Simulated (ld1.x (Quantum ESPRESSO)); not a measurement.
## Pseudopotential generation for Zn (Z = 30): PAW, PBE, scalar-relativistic.

| Property | Result |
| --- | --- |
| Element | zinc |
| Generator | ld1.x (Quantum ESPRESSO) 7.5 |
| Type | PAW |
| Functional | PBE |
| Relativity | scalar-relativistic |
| Frozen core | [Ar] |
| Valence charge | 12 |
| Reference configuration | 3d10 4s2 4p0 |
| Partial waves | 4s (bound): rcut 1.80, rcutus 2.00 bohr; 4s channel at 0.05 Ry: rcut 1.80, rcutus 2.00 bohr; 4p (bound, empty): rcut 2.50, rcutus 2.90 bohr; 4p channel at 0.4 Ry: rcut 2.50, rcutus 2.90 bohr; 3d (bound): rcut 0.90, rcutus 1.20 bohr; 3d channel at 0.45 Ry: rcut 0.90, rcutus 1.20 bohr |
| Local potential | all-electron potential smoothed inside 1.10 bohr (lloc = -1) |
| Core correction | Bessel-smoothed model core, default radius (core density twice the valence density) |
| Augmentation charge | BESSEL, radius 0.70 bohr |

* Cutoffs needed: 100 Ry and 160 Ry (the cutoffs (Ry, on a coarse ladder) from which the occupation-weighted sum of valence levels, in a spherical-Bessel basis at the reference potential, stays within 10 and 1 mRy of its value at 400 Ry)
* Ghost test: ghost state, extra bound levels that the all-electron valence spectrum of the same l lacks: s at -83.7 eV; a true bound ghost makes a file unfit for plane-wave use (spherical-Bessel basis up to 400 Ry, 20 bohr box)
* Largest excitation error: -172 meV (all-electron minus pseudo) for 3d9 4s0 4p0, out of 7 test configurations
* Lowest eigenvalue of the overlap operator: 0.26 (s channel)
